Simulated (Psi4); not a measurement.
Two rigid molecules brought together: H2 ··· C3H6 (SMILES [H][H] and C1CC1). Monomers: optimised at B3LYP-D3(BJ) (def2-TZVP), held rigid. Orientation: lowest of the rigid-body minima from ten starts at GFN2-xTB. The monomers approach along the line of their centres of mass (distance R); nothing else relaxes.

- PBE/def2-TZVP, counterpoise-corrected (Psi4)
- PBE-D3(BJ)/def2-TZVP, counterpoise-corrected (Psi4)
- SAPT0/jun-cc-pVDZ, frozen core (Psi4)

Interaction energies in kcal/mol; the last columns give the difference from SAPT0:

| R / Å | PBE/def2-TZVP | PBE-D3(BJ)/def2-TZVP | SAPT0/jun-cc-pVDZ | PBE/def2-TZVP − SAPT0/jun-cc-pVDZ | PBE-D3(BJ)/def2-TZVP − SAPT0/jun-cc-pVDZ |
|---|---|---|---|---|---|
| 3.10 | 0.98 | 0.30 | 1.17 | -0.19 | -0.87 |
| 3.30 | 0.12 | -0.47 | 0.23 | -0.10 | -0.70 |
| 3.50 | -0.24 | -0.75 | -0.19 | -0.05 | -0.56 |
| 3.72 | -0.36 | -0.79 | -0.34 | -0.02 | -0.45 |
| 3.94 | -0.36 | -0.71 | -0.34 | -0.02 | -0.36 |
| 4.11 | -0.33 | -0.62 | -0.31 | -0.02 | -0.31 |
| 4.38 | -0.26 | -0.47 | -0.24 | -0.02 | -0.23 |
| 4.71 | -0.17 | -0.32 | -0.17 | -0.01 | -0.15 |
| 5.19 | -0.09 | -0.17 | -0.10 | 0.01 | -0.07 |
| 5.93 | -0.03 | -0.07 | -0.04 | 0.01 | -0.02 |
| 6.93 | -0.01 | -0.02 | -0.02 | 0.01 | 0.00 |
| 8.23 | 0.00 | -0.01 | -0.01 | 0.00 | 0.00 |

PBE/def2-TZVP is furthest from SAPT0/jun-cc-pVDZ at 3.10 (-0.19 kcal/mol, below); its mean absolute difference over the points is 0.04 kcal/mol.

PBE-D3(BJ)/def2-TZVP is furthest from SAPT0/jun-cc-pVDZ at 3.10 (-0.87 kcal/mol, below); its mean absolute difference over the points is 0.31 kcal/mol.
